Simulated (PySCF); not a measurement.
Isomers of C3H11NSi2. Method used: TDDFT wB97X-D/def2-SVPD, vertical, gas phase, core orbitals frozen in the response in PySCF. Geometries: GFN2-xTB; one conformer of each isolated species. Triplets are in the Tamm–Dancoff approximation.

A. `[SiH2]1[SiH2]NCCC1`
B. `C/C=N/[Si@@H](C)[SiH3]`
C. `[SiH3]N([SiH3])C1CC1`
D. `C=CCN([SiH3])[SiH3]`

Lowest singlet levels (six at most, fewer where fewer were computed) with oscillator strengths:

1. 6.16 eV (f 0.001); 6.82 eV (f 0.023); 6.95 eV (f 0.013); 7.34 eV (f 0.004); 7.43 eV (f 0.007); 7.55 eV (f 0.011); T1 5.97 eV
2. 6.03 eV (f 0.011); 6.57 eV (f 0.021); 6.87 eV (f 0.020); 7.23 eV (f 0.040); 7.46 eV (f 0.051); 7.51 eV (f 0.217); T1 4.63 eV
3. 5.55 eV (f 0.002); 6.25 eV (f 0.009); 6.77 eV (f 0.034); 7.02 eV (f 0.028); 7.05 eV (f 0.031); 7.37 eV (f 0.018); T1 5.29 eV
4. 4.27 eV (f 0.000); 6.38 eV (f 0.008); 6.64 eV (f 0.015); 6.77 eV (f 0.387); 7.25 eV (f 0.025); 7.36 eV (f 0.039); T1 3.77 eV

Problem. Match each spectrum to its molecule.

Solution. 1 = C, 2 = D, 3 = A, 4 = B.
- A: S1 at 5.55 eV, HOMO→LUMO (92%); Löwdin shares by element: HOMO nitrogen 51%, silicon 11% or more, carbon 9% or more, hydrogen 7% or more (atoms not listed hold the other 21%); LUMO silicon 46%, carbon 9% or more, hydrogen 7% or more (atoms not listed hold the other 38%); HOMO -8.50 and LUMO 1.54 eV.
- B: S1 at 4.27 eV, HOMO→LUMO (93%); Löwdin shares by element: HOMO nitrogen 56%, carbon 20% or more, silicon 10% or more; LUMO carbon 34% or more, nitrogen 27%, silicon 15% (atoms not listed hold the other 23%); HOMO -8.73 and LUMO 1.15 eV.
- C: S1 at 6.16 eV, HOMO→LUMO (82%), HOMO→LUMO+1 (13%); Löwdin shares by element: HOMO nitrogen 46%, carbon 21% or more, silicon 8% or more (atoms not listed hold the other 25%); LUMO silicon 51%, hydrogen 11% or more (atoms not listed hold the other 38%); HOMO -8.58 and LUMO 2.00 eV.
- D: S1 at 6.03 eV, HOMO→LUMO (93%); Löwdin shares by element: HOMO nitrogen 51%, silicon 16%, carbon 7% or more (atoms not listed hold the other 27%); LUMO carbon 36% or more, silicon 22% (atoms not listed hold the other 42%); HOMO -8.81 and LUMO 1.66 eV.
C and D have S1 within 0.14 eV of each other; their strongest listed levels stand at 6.82 eV (f 0.023) and 7.51 eV (f 0.217).

Without π bonds the low states are Rydberg-like; a valence basis with one diffuse set may place them up to an eV too high.
